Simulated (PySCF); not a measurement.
Isomers of C3H11PSi2, mass 134.014 u with the commonest isotopes. Level of theory: CAM-B3LYP/def2-SVPD in PySCF (dipole) on a GFN2-xTB geometry, gas phase. One conformer each, none proved a minimum here; rigid rotors.

Question: Order these by rotational constant A, smallest first.
A. `[CH3:1][C@@H:2]1[SiH2:3][CH2:4][Si@@H:5]1[PH2:6]` with C4–Si5–P6–H 68° and -24°, C1–C2–Si3–C4 -129°, C2–Si3–C4–Si5 8°, Si3–C4–Si5–P6 104°, C1–C2–Si5–C4 130°
B. `[CH2:1]=[CH:2][CH2:3][SiH2:4][SiH2:5][PH2:6]` with C1–C2–C3–Si4 96°, C2–C3–Si4–Si5 -63°, C3–Si4–Si5–P6 -41°, Si4–Si5–P6–H -157° and -65°
C. `[CH3:1][Si@H:2]1[CH2:3][Si@@H:4]([PH2:5])[CH2:6]1` with C3–Si4–P5–H -179° and -86°, C1–Si2–C3–Si4 106°, Si2–C3–Si4–P5 -103°, C3–Si4–C6–Si2 -8°, C1–Si2–C6–Si4 -106°
D. `[CH2:1]=[C:2]([CH3:3])[SiH2:4][PH:5][SiH3:6]` with C1–C2–Si4–P5 137°, C2–Si4–P5–Si6 -71°

Answer: B (2072 MHz), D (2503 MHz), A (2618 MHz), C (2846 MHz).

Question: Order these by rotational constant B, largest first.
A. `[CH3:1][C@@H:2]1[SiH2:3][CH2:4][Si@@H:5]1[PH2:6]` with C4–Si5–P6–H 68° and -24°, C1–C2–Si3–C4 -129°, C2–Si3–C4–Si5 8°, Si3–C4–Si5–P6 104°, C1–C2–Si5–C4 130°
B. `[CH2:1]=[C:2]([CH3:3])[SiH2:4][PH:5][SiH3:6]` with C1–C2–Si4–P5 137°, C2–Si4–P5–Si6 -71°
C. `[CH3:1][Si@H:2]1[CH2:3][Si@@H:4]([PH2:5])[CH2:6]1` with C3–Si4–P5–H -179° and -86°, C1–Si2–C3–Si4 106°, Si2–C3–Si4–P5 -103°, C3–Si4–C6–Si2 -8°, C1–Si2–C6–Si4 -106°
D. `[CH2:1]=[CH:2][CH2:3][SiH2:4][SiH2:5][PH2:6]` with C1–C2–C3–Si4 96°, C2–C3–Si4–Si5 -63°, C3–Si4–Si5–P6 -41°, Si4–Si5–P6–H -157° and -65°

Answer: A (1325 MHz), D (1236 MHz), C (1151 MHz), B (1065 MHz).

Question: Order these by rotational constant C, largest first.
A. `[CH2:1]=[CH:2][CH2:3][SiH2:4][SiH2:5][PH2:6]` with C1–C2–C3–Si4 96°, C2–C3–Si4–Si5 -63°, C3–Si4–Si5–P6 -41°, Si4–Si5–P6–H -157° and -65°
B. `[CH3:1][C@@H:2]1[SiH2:3][CH2:4][Si@@H:5]1[PH2:6]` with C4–Si5–P6–H 68° and -24°, C1–C2–Si3–C4 -129°, C2–Si3–C4–Si5 8°, Si3–C4–Si5–P6 104°, C1–C2–Si5–C4 130°
C. `[CH2:1]=[C:2]([CH3:3])[SiH2:4][PH:5][SiH3:6]` with C1–C2–Si4–P5 137°, C2–Si4–P5–Si6 -71°
D. `[CH3:1][Si@H:2]1[CH2:3][Si@@H:4]([PH2:5])[CH2:6]1` with C3–Si4–P5–H -179° and -86°, C1–Si2–C3–Si4 106°, Si2–C3–Si4–P5 -103°, C3–Si4–C6–Si2 -8°, C1–Si2–C6–Si4 -106°

Answer: B (1057 MHz), D (1027 MHz), C (973.0 MHz), A (942.6 MHz).

```json
{"SMILES": "C[C@@H]1[SiH2]C[Si@@H]1P", "point group": "C1", "Ia (u·Å²)": "193.06", "Ib (u·Å²)": "381.30", "Ic (u·Å²)": "478.24", "κ": "-0.66", "μa (D)": "0.66", "μb (D)": "0.51", "μc (D)": "0.16"}
{"SMILES": "C=C(C)[SiH2]P[SiH3]", "point group": "C1", "Ia (u·Å²)": "201.94", "Ib (u·Å²)": "474.53", "Ic (u·Å²)": "519.42", "κ": "-0.88", "μa (D)": "0.40", "μb (D)": "0.40", "μc (D)": "0.33"}
{"SMILES": "C=CC[SiH2][SiH2]P", "point group": "C1", "Ia (u·Å²)": "243.92", "Ib (u·Å²)": "409.02", "Ic (u·Å²)": "536.16", "κ": "-0.48", "μa (D)": "0.21", "μb (D)": "0.62", "μc (D)": "0.20"}
{"SMILES": "C[Si@H]1C[Si@@H](P)C1", "point group": "Cs", "Ia (u·Å²)": "177.56", "Ib (u·Å²)": "439.09", "Ic (u·Å²)": "492.24", "κ": "-0.86", "μa (D)": "0.24", "μb (D)": "0.35", "μc (D)": "0.00"}
```
